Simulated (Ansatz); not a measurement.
Rb3F3, relaxed as a singlet with RKS PBE0-D4/def2-SVP in Ansatz, starting from the GFN2-xTB geometry. Force threshold 0.02 eV/Å.

In the def2 sets Rb takes a core potential; there is no spin–orbit coupling. Another isomer (singlet) lies 0.03 eV lower at PBE0-D4/def2-TZVP; other spin states weren't run for this one.

Start:

```xyz
6

Rb    1.3521    1.1702   -0.9145
Rb   -0.9680   -2.1568   -0.5529
Rb   -1.2340    0.3413    2.2512
F    -1.1197   -1.9393    1.7429
F     2.6667    2.0530   -2.4485
F    -0.6970    0.5316   -0.0783
```

Question: Estimate the energy that the relaxation releases and the steps that it takes.

Answer: 1.70 eV, in 20 steps; 31 s on 4 threads of Arm Neoverse V1 on a shared host. No frequencies were taken in this run, so the end may be a saddle point.

Question: Does the start keep its bonding?

Answer: Bonds formed: Rb2–F5 (atoms count from 1).

Question: Predict the relaxed structure.

Answer: 
Cartesian coordinates in Å:
```
Rb 1.341 2.305 -0.967
Rb 0.042 -1.297 -0.903
Rb -1.535 -0.110 2.387
F -1.258 -2.181 1.131
F 1.661 0.225 -2.198
F -0.251 1.059 0.549
```
Bond lengths (bridged metal pairs left out): 7 × F–Rb 2.44 to 2.78 Å.
